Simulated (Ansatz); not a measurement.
Clusters of 7 atoms, doped: gap (eV) at several levels, gas phase, relaxed structures; Ansatz. Clusters are the lowest isomers that short searches found in that spin, judged at the geometry's level. Core potentials for Pt, Sb, Sn, W, Zr in the def2 sets, no spin–orbit coupling. HOMO and LUMO are taken over both spins. The structures are stationary points that may keep the symmetry of their start. Remarks come from the PBE and PBE0 runs and from stability tests at other levels; not every state was tested.

```
species    state            geometry  PBE-D4/def2-SVP  PBE-D4/def2-TZVP  PBE0-D4/def2-SVP  PBE0-D4/def2-TZVP                              remarks
   Ge6N  doublet     PBE-D4/def2-SVP             0.57              0.58              2.07               2.07                                    –
 ZrAl6⁺  doublet   B3LYP-D4/def2-SVP             0.50              0.48              2.08               2.08  spin-contaminated (⟨S²⟩ up to 0.83)
  Si6W⁺  doublet     PBE-D4/def2-SVP             0.68              0.68              2.40               2.39                                    –
 CuSi6⁺  singlet   B3LYP-D4/def2-SVP             1.61              1.63              3.09               3.12        restricted SCF unstable in HF
  SnGe6  singlet     PBE-D4/def2-SVP             1.71              1.70              3.03               3.02                                    –
  B6Pt⁺  doublet  r2SCAN-D4/def2-SVP             0.62              0.64              2.40               2.42                                    –
  Na6Sb  doublet     PBE-D4/def2-SVP             0.37              0.37              1.18               1.18                                    –
   MgB6  singlet    PBE0-D4/def2-SVP             0.53              0.58              1.72               1.77        restricted SCF unstable in HF
```

(1) Estimate the column for r2SCAN-D4/def2-TZVP.

(1) Ge6N 0.99; ZrAl6⁺ 0.89; Si6W⁺ 1.14; CuSi6⁺ 1.79; SnGe6 1.88; B6Pt⁺ 1.05; Na6Sb 0.57; MgB6 0.71.
